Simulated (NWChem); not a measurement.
System: GeH$_{3}$OF; SMILES [OH][GeH2][F]

Here is an NWChem input.

```
start job
memory heap 200 mb stack 900 mb global 1100 mb
geometry units angstroms noautoz
  Ge    -0.293199     0.032086    -0.029964
  O      0.873816    -1.309170    -0.176431
  F      0.605550     1.545474    -0.083491
  H     -1.171018    -0.054860    -1.293549
  H     -1.016078     0.037414     1.342400
  H      1.456559    -1.362665     0.603970
end
basis spherical
  * library 6-31g*
end
dft
  xc scan
  grid xfine
  iterations 150
  mulliken
end
task dft gradient
```

Output (shortened):

```
             Northwest Computational Chemistry Package (NWChem) 7.3.0
             --------------------------------------------------------

 C1  symmetry detected

                             Geometry "geometry" -> ""
                             -------------------------

 Output coordinates in angstroms (scale by  1.889725989 to convert to a.u.)

  No.       Tag          Charge          X              Y              Z
 ---- ---------------- ---------- -------------- -------------- --------------
    1 Ge                  32.0000    -0.33949657    -0.00040725    -0.00226974
    2 O                    8.0000     0.72449095    -1.43092603    -0.06464608
    3 F                    9.0000     0.67755542     1.43705178    -0.01885096
    4 H                    1.0000    -1.14629885    -0.03803448    -1.31468245
    5 H                    1.0000    -1.13844874     0.08272274     1.32465536
    6 H                    1.0000     1.25471154    -1.51771399     0.74948586

 Effective nuclear repulsion energy (a.u.)     218.0697899727

                                 NWChem DFT Module
                                 -----------------

 Summary of "ao basis" -> "ao basis" (spherical)
 ------------------------------------------------------------------------------
       Tag                 Description            Shells   Functions and Types
 ---------------- ------------------------------  ------  ---------------------
 Ge                          6-31g*                 12       32   5s4p3d
 O                           6-31g*                  6       14   3s2p1d
 F                           6-31g*                  6       14   3s2p1d
 H                           6-31g*                  2        2   2s

            General Information
            -------------------
          SCF calculation type: DFT
          Wavefunction type:  closed shell.
          No. of atoms     :     6
          No. of electrons :    52
           Alpha electrons :    26
            Beta electrons :    26
          Charge           :     0
          Spin multiplicity:     1
          Use of symmetry is: off; symmetry adaption is: off
          Maximum number of iterations: 150
          AO basis - number of functions:    66
                     number of shells:    30
          Convergence on energy requested:  1.00D-06
          Convergence on density requested:  1.00D-05
          Convergence on gradient requested:  5.00D-04

              XC Information
              --------------
                         SCAN Method XC Functional
                  SCAN metaGGA Exchange Functional  1.000
                        SCAN Correlation Potential  1.000

             Grid Information
             ----------------
          Grid used for XC integration:  xfine
          Radial quadrature: Mura-Knowles
          Angular quadrature: Lebedev.
          Tag              B.-S. Rad. Rad. Pts. Rad. Cut. Ang. Pts.
          ---              ---------- --------- --------- ---------
          Ge                  1.25      160           8.0      1454
          O                   0.60      100           8.0      1454
          F                   0.50      100           9.0      1454
          H                   0.35      100          10.0      1202
          Grid pruning is: on
          Number of quadrature shells:   660
          Spatial weights used:  Erf1

      Superposition of Atomic Density Guess
      -------------------------------------

 Sum of atomic energies:       -2250.64281834

      Non-variational initial energy
      ------------------------------

 Total energy =   -2251.056984
 1-e energy   =   -3572.402987
 2-e energy   =    1103.276213
 HOMO         =      -0.393294
 LUMO         =       0.036028

     ---------------------------------------------
      Total Density - Mulliken Population Analysis
     ---------------------------------------------

    Atom       Charge   Shell Charges
 -----------   ------   -------------------------------------------------------
    1 Ge  32    30.82   2.00  2.00  6.00  2.00  5.99  1.05  1.27  0.15  0.20  6.89  2.96  0.30
    2 O    8     9.06   2.00  0.94  3.11  0.92  2.08  0.01
    3 F    9     9.69   2.00  0.96  3.49  1.01  2.23  0.01
    4 H    1     0.99   0.44  0.55
    5 H    1     0.99   0.44  0.55
    6 H    1     0.45   0.35  0.10

   convergence    iter        energy       DeltaE   RMS-Dens  Diis-err
 ---------------- ----- ----------------- --------- --------- ---------
 d= 0,ls=0.0,diis     1  -2253.6297782184 -2.47D+03  2.81D-02  8.80D-01
 d= 0,ls=0.0,diis     2  -2253.3984711325  2.31D-01  1.72D-02  3.46D+00
 d= 0,ls=0.0,diis     3  -2253.7338919560 -3.35D-01  1.15D-03  2.18D-02
 d= 0,ls=0.0,diis     4  -2253.7352193859 -1.33D-03  3.11D-04  2.90D-03
 d= 0,ls=0.0,diis     5  -2253.7353394150 -1.20D-04  1.88D-04  3.63D-04
  Resetting Diis
 d= 0,ls=0.0,diis     6  -2253.7353632123 -2.38D-05  6.20D-05  5.13D-05
 d= 0,ls=0.0,diis     7  -2253.7353676678 -4.46D-06  3.43D-05  2.00D-06
 d= 0,ls=0.0,diis     8  -2253.7353672251  4.43D-07  2.18D-05  7.06D-06
 d= 0,ls=0.0,diis     9  -2253.7353678477 -6.23D-07  3.09D-06  1.08D-07

[...]

                         DFT ENERGY GRADIENTS

    atom               coordinates                        gradient
                 x          y          z           x          y          z
   1 Ge     -0.641555  -0.000770  -0.004289   -0.006927  -0.004825  -0.000145
   2 O       1.369089  -2.704058  -0.122163   -0.000091  -0.002481  -0.003661
   3 F       1.280394   2.715634  -0.035623    0.005914   0.008364  -0.000051
   4 H      -2.166191  -0.071875  -2.484390   -0.001416   0.000133  -0.002966
   5 H      -2.151356   0.156323   2.503236   -0.001235   0.000412   0.002666
   6 H       2.371061  -2.868064   1.416323    0.003755  -0.001603   0.004157
```

Level: SCAN/6-31G* (spherical d). Structure relaxed at the PBE-D3(BJ)/def2-SVP level.
